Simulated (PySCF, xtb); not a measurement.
C₃H₆O₂Si, SMILES [SiH2](O)[C@@H]1C=CO1.

GFN2-xTB (xtb 6.7.1) at its own geometry gives an orbital gap of 4.94 eV and a dipole moment of 0.25 D.

The structure is a stationary point at B3LYP-D3(BJ)/def2-SVP. The structure was generated by enumeration; whether it is a known compound was not checked. Other conformers were not sampled.

**Question.** What does PySCF with PBE/def2-TZVP give? (Estimate from the structure and the level; the computed values follow.)

**Answer.** gap 4.73 eV (levels -5.61 and -0.87 eV), dipole 1.18 D.
